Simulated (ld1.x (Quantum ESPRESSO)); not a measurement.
**Ranking TM potentials for zirconium**

All share these settings but for the change named:

ld1.x (Quantum ESPRESSO) 7.5 input, shortened:

```
&input
   title='Zr', zed=40., rel=1, dft='PBESOL', iswitch=3,
   config='[Kr] 4d2 5s2 5p0'
 /
 &inputp
   pseudotype=2, tm=.true., lloc=0,
   nlcc=.true., rcore=1.35
 /
3
4P  2  1   6.00   0.00  1.70  1.70  0.0
4D  3  2   2.00   0.00  2.70  2.70  0.0
5S  1  0   2.00   0.00  3.10  3.10  0.0
 &test
   configts(1)='4p6 4d2 5s2 5p0'
 /
```

Cutoff: the first of the cutoffs (Ry, on a coarse ladder) from which the occupation-weighted sum of valence levels, in a spherical-Bessel basis at the reference potential, stays within 10 and 1 mRy of its value at 400 Ry; the density cutoff is not measured.

The base gives 40 Ry.

Of 5 variants that were run, those that failed, showed a ghost or another fault, or gave nearly equal values are left out.

A variant can come out equal or close to the base.

Question: Rank these variants from softest to hardest (loose cutoff).
A. all radii but the core radius scaled by about 1.34 (s 4.16, p 2.28, d 3.62 bohr)
B. all radii but the core radius scaled by about 0.91 (s 2.82, p 1.56, d 2.46 bohr)
C. all radii but the core radius scaled by about 0.76 (s 2.36, p 1.30, d 2.04 bohr)
D. all radii but the core radius scaled by about 1.11 (s 3.44, p 1.90, d 3.00 bohr)

Answer: A (21 Ry), D (30 Ry), B (45 Ry), C (60 Ry).
